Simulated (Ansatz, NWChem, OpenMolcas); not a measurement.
**A ladder of methods for BI3 (boron triiodide)**

BI3: 4 atoms, total charge 0, spin state singlet. As SMILES, `IB(I)I`. Geometry: relaxed at PBE0-D4/def2-TZVP.

```xyz
4

I    -1.3085   -0.2952    1.6156
B     0.0139   -0.0151   -0.0051
I     1.8768   -1.0063   -0.0303
I    -0.5265    1.2563   -1.6005
```

Each level gives the vertical ionisation energy (to the doublet cation) (eV). The values are calculated.

```csv
level,kind,program,value (eV),CPU time (all runs)
BLYP/def2-SVP (core potential),GGA,OpenMolcas,8.48,65 s
r2SCAN/def2-SVP (core potential),meta-GGA,NWChem,9.01,68 s
PBE0/def2-SVP (core potential),global hybrid,OpenMolcas,9.17,50 s
r2SCAN0/def2-SVP (core potential),hybrid meta-GGA,Ansatz,9.35,78 s
HSE06/def2-SVP (core potential),range-separated hybrid,Ansatz,9.14,60 s
wB97M-V/def2-SVP (core potential),range-separated hybrid,Ansatz,9.55,5.5 min
RPA@PBE/def2-SVP (core potential),RPA,Ansatz,8.76,64 s
MP2/def2-SVP (core potential),perturbation theory,Ansatz,9.58,99 s
```

Spin-orbit coupling, which can split open shells on such heavy atoms by tenths of an eV, is left out. The values span 8.48 to 9.58 eV. In the correlated wave-function rows the outer d shell of I is correlated, in sets not made for it. Times are those of the runs behind each value, whatever else they computed, on shared processors of several kinds: orders of magnitude only.
